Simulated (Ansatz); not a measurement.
**Ligand exchange: Ge(CH3)(OH) + GaH2(OH) → Ge(OH)2 + GaH2(CH3)**

Species: Ge(CH3)(OH), singlet; GaH2(OH), singlet; Ge(OH)2, singlet; GaH2(CH3), singlet. The partners trade CH3 for OH: Ge–CH3 and Ga–OH bonds give way to Ge–OH and Ga–CH3.

Shapes, held fixed at every level: PBE0-D4/def2-TZVP. Flexible molecules stand in one conformer, not always the lowest. Programs: Ansatz 0.2.0. Electronic energies: no zero-point or thermal term.

Task: Estimate ΔE of this reaction.

Result: The highest level, CCSD(T)/def2-TZVPP, gives ΔE = -23.7 kJ/mol; the levels span -29.5 to -22.5. The column of differences is taken from that level and isn't an error. No measured value is set beside it here. Relativity is left out for Ga, Ge. Outer-core shells of Ga, Ge are correlated in most correlated rows, in sets that cover them unevenly. Times are processor times on shared x86 and Arm servers, and rough.

```csv
level,kind,ΔE (kJ/mol),less CCSD(T)/def2-TZVPP,CPU time (sum over the molecules)
HF/def2-TZVPP,Hartree–Fock,-27.5,-3.8,–
SPW92/def2-TZVPP,LDA,-29.3,-5.6,7.7 s
B3LYP-D4/def2-TZVPP,global hybrid,-29.5,-5.8,23 s
BHLYP-D4/def2-TZVPP,global hybrid,-29.5,-5.8,17 s
wB97X-V/def2-TZVPP,range-separated hybrid,-29.4,-5.7,40 s
MP2/def2-SVP,perturbation theory,-22.5,+1.2,–
CCSD(T)/def2-TZVPP,coupled cluster or CI,-23.7,0.0,1.7 min
```
